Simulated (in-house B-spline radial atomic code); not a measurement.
Removing one electron from the bismuth ion Bi⁸¹⁺

Closed shell 1s2. Computed with an all-electron radial atomic-structure program (B-spline basis): Koopmans values of Dirac-Hartree-Fock plus a diagonal self-energy, in second order or with its direct term screened (direct RPA, with the hole-particle interaction, or full time-dependent Hartree-Fock), linearised in energy; no-pair Dirac-Coulomb Hamiltonian, finite nucleus. Shifts add to the Koopmans value (the ΔSCF shift is orbital relaxation alone); the final value takes TDHF screening with Breit and QED.

Command:
```bash
python run_mb.py task.json out
```
Settings (nuclear radius in fm, box in bohr, cutoff in hartree):
```
basis_form          2
Z                   83
core_configuration  1s2
rms_radius          5.5211
mass_number         209
speed_of_light      137.036
box_radius          1.822
lmax                7
intervals           55
virtual_cutoff      27556.0
```

Run time, properties included: 0.7 s on 1 thread of Arm Neoverse N1 (shared host).

Energies in eV:

```json
{"subshell": "1s1/2", "Koopmans": "102663.18", "ΔSCF shift": "-2.219", "second order": "?", "direct RPA": "?", "hole-particle": "?", "TDHF": "?", "Breit + QED": "?", "final": "?"}
```

Question: What does the self-energy do to 1s1/2?

Answer: It shifts the removal energy by -0.859 eV in second order, -0.824 with direct RPA, -0.864 with the hole-particle term and -0.871 with TDHF screening (quasi-particle weight 1.000); Breit and QED add -415.287 eV. The final value is 102247.02 eV, against 102251.8 ± 0.4 eV (NIST, tabulated theory). Recoil and two-electron QED terms are left out.
